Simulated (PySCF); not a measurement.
Several orderings of computed values.

Each SMILES stands for a single optimised conformer of the isolated species, non-relativistic unless stated. Electronic properties by PySCF.

Dipoles, sizes and rotational constants follow the conformer. The torsions of the flexible species, by atom-mapped SMILES:
- `[F:1][Si@@H:2]([SiH2:3][PH2:4])[CH:5]1[CH2:6][SiH2:7][CH2:8]1`: F1–Si2–Si3–P4 179°, F1–Si2–C5–C6 78°, H–P4–Si3–Si2 64°, H–P4–Si3–Si2 157°
- `[CH2:1]=[CH:2][c:3]1[cH:4][c:5]([Cl:6])[cH:7][c:8]([S:9][CH3:10])[cH:11]1`: C1–C2–C3–C4 9°, C7–C8–S9–C10 0°
- `[CH2:1]=[CH:2][C@:3]1([C:4](=[O:5])[OH:6])[CH2:7][O:8]1`: C1–C2–C3–C4 39°, C2–C3–C4–O5 -9°, H–O6–C4–C3 -178°
- `[cH:1]1[cH:2][o:3][c:4]([C@@H:5]2[CH2:6][CH2:7][SiH2:8]2)[cH:9]1`: O3–C4–C5–C6 55°
- `[CH3:1][C:2](=[S:3])[c:4]1[cH:5][cH:6][cH:7][cH:8][cH:9]1`: C1–C2–C4–C5 174°
- `[CH:1]#[C:2][c:3]1[cH:4][c:5]([F:6])[n:7][n:8]1[CH2:9][CH3:10]`: N7–N8–C9–C10 89°
- `[F:1][SiH2:2][CH2:3][Si@H:4]([PH2:5])/[CH:6]=[CH:7]/[SiH3:8]`: F1–Si2–C3–Si4 177°, Si2–C3–Si4–P5 166°, C3–Si4–C6–C7 111°, H–P5–Si4–C3 73°, H–P5–Si4–C3 166°

The conformers of `CC[C@H]1C=CCS1(=O)=O`, `[SiH3]C/C=C/[Si@H]1OCCS1` and `CC1=C[Si@](F)(P)CC1` aren't listed.

Problem. Rank by dipole moment, lowest first (PBE0/pcSseg-1 at GFN2-xTB geometries).
A. `F[Si@@H]([SiH2]P)C1C[SiH2]C1`
B. `C(=O)([C@]1(CO1)C=C)O`
C. `CC(=S)c1ccccc1`
D. `c1coc([C@@H]2CC[SiH2]2)c1`
E. `C=Cc1cc(Cl)cc(SC)c1`
F. `C#Cc1cc(F)nn1CC`

Solution. D (0.54 D), E (0.95 D), A (1.23 D), B (1.79 D), C (3.21 D), F (3.61 D).

Problem. Rank by smallest rotational constant, highest first (GFN2-xTB).
A. `C(C)(c1ccccc1)=S`
B. `F[SiH2]C[Si@H](P)/C=C/[SiH3]`
C. `C=C[C@]1(C(=O)O)CO1`
D. `P[SiH2][Si@@H](C1C[SiH2]C1)F`
E. `c1coc([C@@H]2CC[SiH2]2)c1`

Solution. C (1.382 GHz), E (0.839 GHz), A (0.738 GHz), D (0.435 GHz), B (0.344 GHz).

Problem. Rank by HOMO–LUMO gap, highest first (PBE0/pcSseg-1 at GFN2-xTB geometries).
A. `C=C[C@]1(C(=O)O)CO1`
B. `CC(=S)c1ccccc1`
C. `CC[C@H]1C=CCS1(=O)=O`
D. `[SiH3]C/C=C/[Si@H]1OCCS1`
E. `F[Si@@H]([SiH2]P)C1C[SiH2]C1`
F. `F[SiH2]C[Si@H](P)/C=C/[SiH3]`
G. `CC1=C[Si@](F)(P)CC1`
H. `c1coc([C@@H]2CC[SiH2]2)c1`

Solution. C (7.50 eV), A (7.17 eV), G (6.89 eV), E (6.76 eV), F (6.55 eV), H (6.19 eV), D (6.02 eV), B (3.73 eV).

Problem. By how much do the two ends of that ranking differ?

Solution. By 3.77 eV, between `CC[C@H]1C=CCS1(=O)=O` and `CC(=S)c1ccccc1`.

Problem. Rank by HOMO energy, lowest first (PBE0/pcSseg-1 at GFN2-xTB geometries).
A. `[SiH2]([Si@H](F)C1C[SiH2]C1)P`
B. `CC1=C[Si@](F)(P)CC1`
C. `C1[SiH2][C@H](c2ccco2)C1`
D. `C(C)n1nc(cc1C#C)F`

Solution. A (-7.52 eV), B (-7.24 eV), D (-7.06 eV), C (-6.03 eV).

Problem. By how much do the two ends of that ranking differ?

Solution. By 1.49 eV, between `c1coc([C@@H]2CC[SiH2]2)c1` and `F[Si@@H]([SiH2]P)C1C[SiH2]C1`.
